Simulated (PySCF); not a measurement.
C₄H₁₀AlO, doublet, at a GFN2-xTB geometry (such geometries of metal compounds can be far from the true shape) (the spin is typed, not shown lowest). Base run: PySCF with HF/6-31G.

Input for PySCF:
```python
from pyscf import gto, scf, solvent

mol = gto.Mole()
mol.atom = '''
    Al    0.560200    0.489069    1.385334
    C    -0.347540    1.322390    3.017218
    H    -1.138922    0.690189    3.428729
    H    -0.790200    2.298838    2.803194
    H     0.399752    1.465375    3.802219
    O     0.028879    0.051349   -0.121518
    C    -0.416367   -0.345321   -1.390586
    C    -0.701630   -1.845112   -1.391861
    C     0.631883    0.016415   -2.440086
    H    -1.347075    0.199077   -1.606496
    H     0.212529   -2.390711   -1.167590
    H    -1.077192   -2.158593   -2.362682
    H    -1.441545   -2.080794   -0.630324
    H     0.825926    1.086322   -2.414665
    H     1.559672   -0.509393   -2.224843
    H     0.285341   -0.259229   -3.432850
'''
mol.basis = '6-31g'
mol.charge = 0
mol.spin = 1
mol.verbose = 3
mol.build()

mf = scf.UHF(mol)
mf.kernel()
```

The base run was repeated with changes; each row names its change, and settings that it needs were set with it.

```
change                                                   ΔE vs base (kJ/mol)  dipole (D)
-------------------------------------------------------  -------------------  ----------
base                                                                    0.00        0.90
model = IEF-PCM; solvent = n-hexane; r_probe = 0.5                     -0.99        0.94
model = IEF-PCM; solvent = n-hexane; vdw_scale = 1.4                   -1.49        0.94
model = SS(V)PE; solvent = n-hexane                                    -3.86        0.94
model = IEF-PCM; solvent = 2-propanol                                 -10.72        1.03
model = IEF-PCM; solvent = dichloromethane                             -9.59        1.01
model = IEF-PCM; solvent = n-hexane; lebedev_order = 11                -3.72        0.94
model = COSMO; solvent = n-hexane                                      -4.22        0.95
model = C-PCM; solvent = n-hexane                                      -5.37        0.96
model = IEF-PCM; solvent = dimethylsulfoxide                          -11.34        1.04
model = IEF-PCM; solvent = n-hexane; vdw_scale = 1.0                  -12.64        0.92
model = IEF-PCM; solvent = n-hexane                                    -3.88        0.94
```

The base is the gas phase, so ΔE is the electrostatic part of solvation at a fixed geometry, without cavity and dispersion terms.

Open shells are given as the SCF converged; they aren't shown to be the lowest states, and a large step between rows can be another state.
